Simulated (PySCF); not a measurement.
# The third ionisation energy along group 11

Calculated with PySCF 2.14 from differences of total energies of unrestricted determinants, without spin-orbit coupling. Values in eV. The last column holds reference values (NIST; (s) semi-empirical, (t) theoretical, else measured). Unmarked ones compare directly (S terms, centres of terms, or small fine structure); those marked * lie between the lowest fine-structure levels and include a spin-orbit shift.

```tsv
element	configurations	UHF	LDA	PBE	PBE0	MP2 (valence)	SCS-MP2 (valence)	reference
Cu (aug-cc-pVTZ-PP with one added diffuse shell each of s, p, d, f, g type with ECP10MDF, ECP)	[Ar] 3d9 → [Ar] 3d8	34.049	38.014	37.148	36.715	36.855	36.618	36.841 ± 0.012 *
Ag (aug-cc-pVTZ-PP with one added diffuse shell each of s, p, d, f, g type with ECP28MDF, ECP)	[Kr] 4d9 → [Kr] 4d8	32.889	35.367	34.898	34.730	34.838	34.707	34.8 ± 0.3 (s) *
Au (aug-cc-pVTZ-PP with one added diffuse shell each of s, p, d, f, g type with ECP60MDF, ECP)	[Xe] 4f14 5d9 → [Xe] 4f14 5d8	30.835	33.294	32.847	32.667	32.636	32.532	30 ± 1.6 (t) *
```

"Valence" correlates the outer s and p shells and, in groups 3 to 12 and the f block, the outer d or f shell, open or full, or the next shell where the ion has no valence electron left; the wider scheme adds the next inner shell.
